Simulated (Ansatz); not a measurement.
This singlet lies 1.39 eV below the relaxed triplet at the level composite: frozen-core CCSD(T) with HF/cc-pVQZ and the correlation energy extrapolated as X^-3 from cc-pVTZ and cc-pVQZ, plus CCSDT(Q) minus CCSD(T) in cc-pVDZ // PBE0-D3(BJ)/def2-TZVP (Ansatz, a program for electronic structure).

Species: CHNSi, SMILES `[C-]#[N+][SiH]` (lower singlet) (charge 0, multiplicity 1).

Q: Give a relaxed geometry from PBE0-D3(BJ)/def2-TZVP run with Ansatz.

A: the end point of this relaxation (outside a Z-matrix the atoms follow the SMILES, hydrogens last).
Bonded distances (Å): C1–N2 1.178, N2–Si3 1.753, Si3–H4 1.524. Angles (°): C1–N2–Si3 169.6, N2–Si3–H4 93.5.
